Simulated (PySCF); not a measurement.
## Working out the excitation energy of Ne⁺

Ne⁺ [He] 2s2 2p5 (2P) → Ne⁺ [He] 2s1 2p5 3s1 (4P). Computed with PySCF 2.14 in aug-cc-pwCVDZ, with no relativity, point nucleus. Frozen: nothing. Energies in hartree (1 hartree = 27.21139 eV):

| part | Ne⁺ (lower) | Ne⁺ (upper) |
| --- | --- | --- |
| UHF | -127.767046 | -125.823139 |
| MP2 opposite-spin | -0.139725 | -0.158921 |
| MP2 same-spin | -0.044764 | -0.041384 |

Q: What does Hartree-Fock give?

A: (-125.823139) − (-127.767046) = 1.943907 hartree = 52.896 eV.

Q: What do MP2 and SCS-MP2 (6/5 opposite-spin, 1/3 same-spin) give?

A: The opposite-spin parts differ by -0.522 eV and the same-spin parts by 0.092 eV. MP2: 52.896 + (-0.522) + (0.092) = 52.466 eV. SCS-MP2: 52.896 + 1.2 × (-0.522) + (0.092)/3 = 52.300 eV.

The upper state lies above the first ionisation limit, where it may autoionise and the basis confines it. A Rydberg-like electron needs more diffuse functions than a valence basis has.

A double-zeta basis recovers only part of the correlation energy.
